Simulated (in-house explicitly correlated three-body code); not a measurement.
Computed with an exponentially correlated three-body code. Model: two electrons around a point charge, non-relativistic, variational in 260 exponentially correlated functions (energies converged to about 1e-7 hartree, or 1e-8 relative for large Z).

For two electrons in a singlet the Kohn-Sham orbital is the square root of half the density, so the exact Kohn-Sham potential and energy parts follow from the density alone, and exchange is minus half the Hartree energy. The Kohn-Sham level equals minus the binding energy of the second electron.

Command:
```bash
python run_hyl.py task.json out
```
Settings (lengths in bohr, energies in hartree):
```
Z                      1.34
interaction_strength   1
functions              260
states_tried           13
```

Run time, properties included: 31 s on 1 thread of Intel(R) Xeon(R) Platinum 8488C (Sapphire Rapids) (shared host).

**Those bound S and P states to n = 4 that converged, binding against the one-electron ion.**

Given: nuclear charge 1.34.

Computed: one-electron threshold -0.8978 hartree.

| term | energy (hartree) | binding (eV) | quantum defect |
| --- | --- | --- | --- |
| 1 1S | -1.11056446 | 5.7896 | 0.47879 |
| 2 3S | -0.925087213 | 0.74252 | 0.54459 |
| 2 1S | -0.91878829 | 0.57112 | 0.34051 |
| 2 3P | -0.912778613 | 0.40759 | 0.035608 |
| 2 1P | -0.912290763 | 0.39431 | 0.002815 |
| 3 3S | ? | ? | ? |
| 3 1S | -0.905918604 | 0.22092 | 0.33177 |
| 3 3P | -0.904395761 | 0.17948 | 0.039729 |
| 3 1P | ? | ? | ? |
| 4 3S | -0.902613839 | 0.13099 | 0.53488 |
| 4 1S | -0.902089433 | 0.11672 | 0.32917 |
| 4 3P | -0.90148735 | 0.10034 | - |
| 4 1P | -0.901415207 | 0.098375 | 0.0014979 |

Question: What belongs in the row 3 3S?

Answer: energy (hartree): -0.907327614; binding (eV): 0.25926; quantum defect: 0.53696.

Question: What belongs in the row 3 1P?

Answer: energy (hartree): -0.904230133; binding (eV): 0.17497; quantum defect: 0.0018459.

**Converged states only, values per electron or pair.**

| term | mean r (bohr) | mean r squared (bohr²) | mean inverse r (1/bohr) | mean r12 (bohr) | mean inverse r12 (1/bohr) | mean cosine | mean p1 dot p2 (bohr⁻²) | delta r1 (bohr⁻³) | delta r12 (bohr⁻³) |
| --- | --- | --- | --- | --- | --- | --- | --- | --- | --- |
| 1 1S | 1.5959 | 3.6582 | 1.0284 | 2.5045 | 0.53496 | -0.090877 | 0.075576 | 0.46137 | 0.016347 |
| 2 3S | ? | ? | ? | ? | ? | ? | ? | ? | - |
| 2 1S | 6.7358 | 90.377 | 0.7239 | 12.424 | 0.10248 | -0.0095808 | 0.0021969 | 0.38574 | 0.00051971 |
| 2 3P | 7.5492 | 119.22 | 0.71488 | 14.045 | 0.090331 | -0.010267 | -0.0027283 | 0.38218 | - |
| 2 1P | 7.8965 | 129.99 | 0.71248 | 14.731 | 0.084865 | -0.0064176 | 0.0018071 | 0.38288 | 8.9998e-06 |
| 3 3S | 13.985 | 413.28 | 0.69549 | 26.884 | 0.049254 | -0.0030946 | 0.0003423 | 0.38376 | - |
| 3 1S | 16.326 | 566.61 | 0.69199 | 31.561 | 0.042693 | -0.0024282 | 0.00053589 | 0.38365 | 0.00012772 |
| 3 3P | 18.382 | 734.88 | 0.68966 | 35.671 | 0.039506 | -0.0030607 | -0.00090597 | 0.3827 | - |
| 3 1P | 18.925 | 777.72 | 0.68886 | 36.755 | 0.037682 | -0.0018342 | 0.00061339 | 0.38293 | 3.0969e-06 |
| 4 3S | 27.078 | 1587.8 | 0.68324 | 53.053 | 0.025866 | -0.0011232 | 0.00012287 | 0.38323 | - |
| 4 1S | ? | ? | ? | ? | ? | ? | ? | ? | ? |
| 4 3P | 33.638 | 2486.1 | 0.68096 | 66.171 | 0.02199 | -0.0012719 | -0.00039541 | 0.38283 | - |
| 4 1P | 34.363 | 2592.6 | 0.68061 | 67.62 | 0.021202 | -0.00076438 | 0.00026819 | 0.38294 | 1.3825e-06 |

Question: What belongs in the row 2 3S?

Answer: mean r (bohr): 5.3052; mean r squared (bohr²): 54.834; mean inverse r (1/bohr): 0.73815; mean r12 (bohr): 9.5911; mean inverse r12 (1/bohr): 0.12806; mean cosine: -0.014265; mean p1 dot p2 (bohr⁻²): 0.0016115; delta r1 (bohr⁻³): 0.38681.

Question: What belongs in the row 4 1S?

Answer: mean r (bohr): 30.331; mean r squared (bohr²): 1996.7; mean inverse r (1/bohr): 0.68188; mean r12 (bohr): 59.557; mean inverse r12 (1/bohr): 0.023283; mean cosine: -0.00094644; mean p1 dot p2 (bohr⁻²): 0.00020617; delta r1 (bohr⁻³): 0.3832; delta r12 (bohr⁻³): 4.9512e-05.

**Electric-dipole lines between converged S and P states, rate of the upper state's decay.**

| s state | p state | p minus s (eV) | oscillator strength from s | rate (1/s) |
| --- | --- | --- | --- | --- |
| 1 1S | 2 1P | 5.3953 | 0.064838 | 2.7299e+07 |
| 1 1S | 3 1P | 5.6146 | 0.019842 | 9.0471e+06 |
| 1 1S | 4 1P | 5.6912 | 0.0084262 | 3.9476e+06 |
| 2 1S | 2 1P | 0.17681 | 0.73355 | 331680 |
| 2 1S | 3 1P | 0.39615 | 0.010704 | 24298 |
| 2 1S | 4 1P | ? | ? | ? |
| 3 1S | 2 1P | -0.1734 | -0.31373 | 409300 |
| 3 1S | 3 1P | 0.045946 | 1.1772 | 35944 |
| 3 1S | 4 1P | 0.12254 | 0.002506 | 544.31 |
| 4 1S | 2 1P | ? | ? | ? |
| 4 1S | 3 1P | -0.058251 | -0.63093 | 92897 |
| 4 1S | 4 1P | 0.018347 | 1.5868 | 7725.4 |
| 2 3S | 2 3P | 0.33493 | 0.86325 | 1.4007e+06 |
| 2 3S | 3 3P | 0.56304 | 0.01009 | 46266 |
| 2 3S | 4 3P | 0.64218 | 0.0011011 | 6568.2 |
| 3 3S | 2 3P | -0.14833 | -0.43873 | 418860 |
| 3 3S | 3 3P | 0.07978 | 1.3526 | 124520 |
| 3 3S | 4 3P | 0.15892 | 0.034149 | 12475 |
| 4 3S | 2 3P | -0.2766 | -0.032374 | 107480 |
| 4 3S | 3 3P | -0.048489 | -0.86564 | 88313 |
| 4 3S | 4 3P | 0.030653 | 1.797 | 24422 |

Question: What belongs in the row 2 1S 4 1P?

Answer: p minus s (eV): 0.47275; oscillator strength from s: 0.0069081; rate (1/s): 22331.

Question: What belongs in the row 4 1S 2 1P?

Answer: p minus s (eV): -0.27759; oscillator strength from s: -0.039506; rate (1/s): 132100.

**Exact Kohn-Sham parts of the ground state from its density.**

Computed: total energy -1.11056446 hartree; Kohn-Sham kinetic 1.0783 hartree; Hartree energy 1.2157 hartree; exchange energy -0.60783 hartree; DFT correlation energy -0.040613 hartree; potential part of the DFT correlation energy -0.072866 hartree; exact minus restricted Hartree-Fock -0.040282 hartree; restricted Hartree-Fock level -6.2441 eV; dipole polarisability 13.926 bohr³; C6 of two such species 42.996 hartree·bohr⁶.

Question: What is the kinetic part of the DFT correlation energy?

Answer: 0.032253 hartree.

Question: What is the Kohn-Sham level?

Answer: -5.7896 eV.

The correlation energy of density-functional theory lies 0.33 millihartree below exact minus Hartree-Fock, because the Hartree-Fock density, unlike the exact one, minimises the Hartree-Fock energy.
